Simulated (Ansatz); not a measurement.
SnH(NHtBu)3 (C₁₂H₃₁N₃Sn). Total charge 0; singlet. Geometry PBE-D4/def2-SVP.

| atom | x (Å) | y (Å) | z (Å) |
| --- | --- | --- | --- |
| Sn1 | 0.200 | 0.312 | 0.361 |
| H2 | 0.864 | 1.338 | 1.571 |
| N3 | -1.076 | -1.081 | 1.231 |
| C4 | -0.601 | -2.163 | 2.116 |
| C5 | 0.310 | -1.555 | 3.194 |
| C6 | -1.842 | -2.787 | 2.782 |
| C7 | 0.178 | -3.250 | 1.342 |
| H8 | -1.701 | -1.465 | 0.509 |
| H9 | 0.618 | -2.324 | 3.930 |
| H10 | 1.239 | -1.140 | 2.748 |
| H11 | -0.212 | -0.740 | 3.734 |
| H12 | -2.404 | -2.017 | 3.346 |
| H13 | -1.562 | -3.606 | 3.475 |
| H14 | -2.525 | -3.213 | 2.016 |
| H15 | 1.083 | -2.813 | 0.870 |
| H16 | -0.456 | -3.688 | 0.542 |
| H17 | 0.501 | -4.080 | 2.006 |
| N18 | 1.724 | -0.699 | -0.632 |
| C19 | 2.700 | -0.022 | -1.508 |
| C20 | 3.298 | 1.173 | -0.749 |
| C21 | 3.812 | -1.040 | -1.824 |
| C22 | 2.058 | 0.476 | -2.822 |
| H23 | 1.327 | -1.518 | -1.112 |
| H24 | 4.099 | 1.657 | -1.342 |
| H25 | 2.528 | 1.948 | -0.547 |
| H26 | 3.725 | 0.848 | 0.221 |
| H27 | 4.284 | -1.398 | -0.888 |
| H28 | 4.595 | -0.596 | -2.472 |
| H29 | 3.397 | -1.922 | -2.355 |
| H30 | 1.265 | 1.221 | -2.606 |
| H31 | 1.601 | -0.371 | -3.377 |
| H32 | 2.805 | 0.951 | -3.493 |
| N33 | -0.874 | 1.441 | -1.017 |
| C34 | -2.141 | 2.122 | -0.684 |
| C35 | -1.943 | 2.931 | 0.608 |
| C36 | -2.464 | 3.079 | -1.848 |
| C37 | -3.305 | 1.125 | -0.489 |
| H38 | -0.981 | 0.902 | -1.888 |
| H39 | -2.847 | 3.525 | 0.843 |
| H40 | -1.756 | 2.262 | 1.475 |
| H41 | -1.082 | 3.623 | 0.509 |
| H42 | -1.638 | 3.804 | -1.991 |
| H43 | -3.404 | 3.640 | -1.662 |
| H44 | -2.590 | 2.515 | -2.796 |
| H45 | -3.089 | 0.443 | 0.359 |
| H46 | -3.450 | 0.512 | -1.404 |
| H47 | -4.264 | 1.645 | -0.280 |

In the def2 sets Sn takes a core potential; there is no spin–orbit coupling. HSE06 is defined as in plane-wave codes, on full-range PBE exchange. Single mean-field runs in def2-TZVP are fitted with def2-universal-jkfit.

Estimate the orbital energies around the gap (eV) in Ansatz with revPBE-D4/def2-TZVP, PBE0-D4/def2-SVP, PBE0-D4/def2-TZVP, HSE06-D4/def2-TZVP, BHLYP-D4/def2-TZVP.


```json
{"orbital": "HOMO−9", "revPBE-D4/def2-TZVP": "-8.15", "PBE0-D4/def2-SVP": "-9.56", "PBE0-D4/def2-TZVP": "-9.59", "HSE06-D4/def2-TZVP": "-9.19", "BHLYP-D4/def2-TZVP": "-10.94"}
{"orbital": "HOMO−8", "revPBE-D4/def2-TZVP": "-7.92", "PBE0-D4/def2-SVP": "-9.32", "PBE0-D4/def2-TZVP": "-9.35", "HSE06-D4/def2-TZVP": "-8.95", "BHLYP-D4/def2-TZVP": "-10.69"}
{"orbital": "HOMO−7", "revPBE-D4/def2-TZVP": "-7.87", "PBE0-D4/def2-SVP": "-9.27", "PBE0-D4/def2-TZVP": "-9.30", "HSE06-D4/def2-TZVP": "-8.90", "BHLYP-D4/def2-TZVP": "-10.66"}
{"orbital": "HOMO−6", "revPBE-D4/def2-TZVP": "-7.86", "PBE0-D4/def2-SVP": "-9.27", "PBE0-D4/def2-TZVP": "-9.30", "HSE06-D4/def2-TZVP": "-8.90", "BHLYP-D4/def2-TZVP": "-10.65"}
{"orbital": "HOMO−5", "revPBE-D4/def2-TZVP": "-7.37", "PBE0-D4/def2-SVP": "-8.73", "PBE0-D4/def2-TZVP": "-8.75", "HSE06-D4/def2-TZVP": "-8.35", "BHLYP-D4/def2-TZVP": "-10.01"}
{"orbital": "HOMO−4", "revPBE-D4/def2-TZVP": "-7.37", "PBE0-D4/def2-SVP": "-8.73", "PBE0-D4/def2-TZVP": "-8.75", "HSE06-D4/def2-TZVP": "-8.35", "BHLYP-D4/def2-TZVP": "-10.00"}
{"orbital": "HOMO−3", "revPBE-D4/def2-TZVP": "-7.18", "PBE0-D4/def2-SVP": "-8.46", "PBE0-D4/def2-TZVP": "-8.49", "HSE06-D4/def2-TZVP": "-8.09", "BHLYP-D4/def2-TZVP": "-9.69"}
{"orbital": "HOMO−2", "revPBE-D4/def2-TZVP": "-5.34", "PBE0-D4/def2-SVP": "-6.65", "PBE0-D4/def2-TZVP": "-6.79", "HSE06-D4/def2-TZVP": "-6.38", "BHLYP-D4/def2-TZVP": "-8.10"}
{"orbital": "HOMO−1", "revPBE-D4/def2-TZVP": "-4.96", "PBE0-D4/def2-SVP": "-6.24", "PBE0-D4/def2-TZVP": "-6.35", "HSE06-D4/def2-TZVP": "-5.95", "BHLYP-D4/def2-TZVP": "-7.60"}
{"orbital": "HOMO", "revPBE-D4/def2-TZVP": "-4.95", "PBE0-D4/def2-SVP": "-6.23", "PBE0-D4/def2-TZVP": "-6.34", "HSE06-D4/def2-TZVP": "-5.94", "BHLYP-D4/def2-TZVP": "-7.60"}
{"orbital": "LUMO", "revPBE-D4/def2-TZVP": "-0.89", "PBE0-D4/def2-SVP": "0.28", "PBE0-D4/def2-TZVP": "-0.09", "HSE06-D4/def2-TZVP": "-0.46", "BHLYP-D4/def2-TZVP": "0.75"}
{"orbital": "LUMO+1", "revPBE-D4/def2-TZVP": "0.10", "PBE0-D4/def2-SVP": "1.16", "PBE0-D4/def2-TZVP": "0.75", "HSE06-D4/def2-TZVP": "0.38", "BHLYP-D4/def2-TZVP": "1.49"}
{"orbital": "LUMO+2", "revPBE-D4/def2-TZVP": "0.10", "PBE0-D4/def2-SVP": "1.17", "PBE0-D4/def2-TZVP": "0.76", "HSE06-D4/def2-TZVP": "0.39", "BHLYP-D4/def2-TZVP": "1.50"}
{"orbital": "LUMO+3", "revPBE-D4/def2-TZVP": "0.18", "PBE0-D4/def2-SVP": "1.54", "PBE0-D4/def2-TZVP": "0.90", "HSE06-D4/def2-TZVP": "0.53", "BHLYP-D4/def2-TZVP": "1.62"}
{"orbital": "LUMO+4", "revPBE-D4/def2-TZVP": "0.99", "PBE0-D4/def2-SVP": "2.31", "PBE0-D4/def2-TZVP": "1.63", "HSE06-D4/def2-TZVP": "1.27", "BHLYP-D4/def2-TZVP": "2.29"}
{"orbital": "LUMO+5", "revPBE-D4/def2-TZVP": "1.12", "PBE0-D4/def2-SVP": "2.38", "PBE0-D4/def2-TZVP": "1.82", "HSE06-D4/def2-TZVP": "1.45", "BHLYP-D4/def2-TZVP": "2.53"}
```
